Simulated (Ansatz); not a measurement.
`B[SiH2]N=C` + CH₃OH → `B[SiH2]OC` + `C=N` at 600 K and 1 bar (ligand exchange at the Si–N bond).

Computed with Ansatz on PBE0-D4/def2-TZVP structures; ΔE is electronic, products minus reactants. CCSD(T)/CBS is the MP2 limit (def2-TZVPP, def2-QZVPP) plus CCSD(T) − MP2 in def2-TZVPP, frozen cores. This one scheme is used for every species. Each species was taken in one conformer, which may not be the lowest.

```tsv
species	CCSD(T)/CBS energy (Eh)	H − E (kJ/mol)	S (J/(mol·K))
`B[SiH2]N=C`	-410.17839	233.8	412.4
CH₃OH	-115.61712	163.6	277.3
`B[SiH2]OC`	-431.29232	268.2	429.9
`C=N`	-94.52360	129.6	259.4
```

H − E and S are ideal-gas, rigid-rotor, harmonic terms from PBE0-D4/def2-TZVP, for one conformer and one mirror image of each species. 1 Eh = 2625.50 kJ/mol, R = 8.31446 J/(mol·K).

Question: By hand: ΔE, ΔH, ΔS and ΔG.

Answer: ΔE = (-431.29232) + (-94.52360) − (-410.17839) − (-115.61712) = -0.02041 Eh = -53.6 kJ/mol. Δ(H − E) = 268.2 + 129.6 − 233.8 − 163.6 = 0.4, so ΔH = -53.2 kJ/mol. ΔS = 429.9 + 259.4 − 412.4 − 277.3 = -0.4 J/(mol·K). ΔG = -53.2 − 600 × (-0.4)/1000 = -53.0 kJ/mol.

Question: By hand: the equilibrium constant, and the temperature at which ΔG would vanish if ΔH and ΔS stayed fixed.

Answer: log₁₀ K = −ΔG/(RT ln 10) = 4.6. ΔG = 0 at ΔH/ΔS = 133000 K, far beyond where these terms or the molecules hold.

The number of gas molecules stays the same, so ΔS is small and ΔH decides. A doubt of 5 kJ/mol in ΔE shifts log₁₀ K by 0.4 here. Other conformers and mirror images would add mixing entropy, several J/(mol·K) or more a flexible species. These are equilibria of isolated gas molecules and say nothing of rates. Largest T1 diagnostic: 0.013 (customary marks: 0.02 for closed shells, 0.045 for open ones).
